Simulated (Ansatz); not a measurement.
The inner images of a band of CH6B2OSn (11 atoms, charge 0, multiplicity 1) are given out of order.

Computed with RKS PBE0-D4/def2-SVP in Ansatz.

First end point:

```xyz
11
Properties=species:S:1:pos:R:3
B -1.029 -0.773 1.789
C -0.192 -1.428 0.726
O -0.689 -1.482 -0.689
B 0.017 -0.401 -0.461
Sn 0.828 1.416 -1.478
H -2.080 -0.247 1.507
H -0.578 -0.683 2.907
H 0.643 -2.120 0.889
H 0.306 2.806 -0.629
H 2.538 1.355 -1.437
H 0.300 1.500 -3.103
```

Last end point:

```xyz
11
Properties=species:S:1:pos:R:3
B -1.243 -0.800 1.631
C -0.071 -1.365 0.880
O -0.194 -1.655 -0.585
B 0.202 -0.424 -0.365
Sn 0.849 1.414 -1.463
H -1.095 -0.499 2.792
H -2.276 -0.543 1.057
H 0.821 -1.831 1.313
H 0.842 2.759 -0.407
H 2.436 1.177 -2.057
H -0.206 1.709 -2.775
```

Task: Put them in order from the first end to the last, with their energies above the first end.
A.
```xyz
11
Properties=species:S:1:pos:R:3
B -1.319 -0.931 1.737
C -0.084 -1.168 0.896
O -0.229 -1.568 -0.554
B 0.139 -0.317 -0.398
Sn 0.904 1.438 -1.561
H -1.174 -0.510 2.862
H -2.429 -1.118 1.301
H 0.858 -1.537 1.323
H 1.104 2.792 -0.535
H 2.434 1.007 -2.201
H -0.140 1.856 -2.849
```
B.
```xyz
11
Properties=species:S:1:pos:R:3
B -1.239 -0.933 1.866
C 0.005 -1.103 0.937
O -0.522 -1.273 -0.486
B 0.231 -0.203 -0.299
Sn 0.940 1.449 -1.627
H -1.905 0.075 1.818
H -1.593 -1.824 2.602
H 0.761 -1.866 1.160
H 0.992 2.934 -0.780
H 2.510 1.083 -2.203
H -0.113 1.603 -2.968
```
C.
```xyz
11
Properties=species:S:1:pos:R:3
B -1.250 -0.949 1.844
C -0.083 -1.195 0.880
O -0.482 -1.273 -0.578
B 0.218 -0.201 -0.301
Sn 0.959 1.481 -1.576
H -2.147 -0.204 1.526
H -1.294 -1.493 2.921
H 0.711 -1.918 1.105
H 0.944 2.976 -0.750
H 2.551 1.140 -2.102
H -0.061 1.578 -2.949
```
D.
```xyz
11
Properties=species:S:1:pos:R:3
B -1.230 -0.914 1.786
C -0.127 -1.290 0.820
O -0.451 -1.401 -0.647
B 0.154 -0.276 -0.356
Sn 0.924 1.478 -1.515
H -2.288 -0.496 1.378
H -1.026 -0.983 2.976
H 0.728 -1.923 1.089
H 0.890 2.922 -0.602
H 2.536 1.160 -1.994
H -0.044 1.665 -2.914
```
E.
```xyz
11
Properties=species:S:1:pos:R:3
B -1.119 -0.784 1.729
C -0.143 -1.414 0.775
O -0.502 -1.555 -0.673
B 0.087 -0.410 -0.428
Sn 0.838 1.423 -1.464
H -2.176 -0.351 1.331
H -0.780 -0.616 2.877
H 0.725 -2.027 1.042
H 0.599 2.786 -0.460
H 2.514 1.239 -1.758
H 0.023 1.652 -2.949
```
F.
```xyz
11
Properties=species:S:1:pos:R:3
B -1.304 -0.944 1.819
C -0.092 -1.078 0.876
O -0.357 -1.493 -0.550
B 0.152 -0.275 -0.406
Sn 0.933 1.439 -1.617
H -1.314 -0.094 2.679
H -2.251 -1.687 1.729
H 0.798 -1.584 1.289
H 1.125 2.833 -0.641
H 2.472 1.007 -2.235
H -0.100 1.820 -2.925
```
G.
```xyz
11
Properties=species:S:1:pos:R:3
B -1.258 -0.918 1.855
C 0.001 -1.077 0.924
O -0.492 -1.355 -0.487
B 0.209 -0.232 -0.331
Sn 0.931 1.437 -1.633
H -1.632 0.165 2.250
H -1.898 -1.901 2.153
H 0.780 -1.795 1.221
H 1.070 2.887 -0.734
H 2.480 1.034 -2.244
H -0.126 1.698 -2.954
```

Result: E (+0.2 kJ/mol), D (+3.2 kJ/mol), C (+20.5 kJ/mol), B (+46.3 kJ/mol), G (+59.0 kJ/mol), F (+34.6 kJ/mol), A (+5.1 kJ/mol).

The run took 4.7 min on 2 threads of Intel(R) Xeon(R) Platinum 8488C (Sapphire Rapids), with other jobs on the host, peak memory 0.32 GiB.
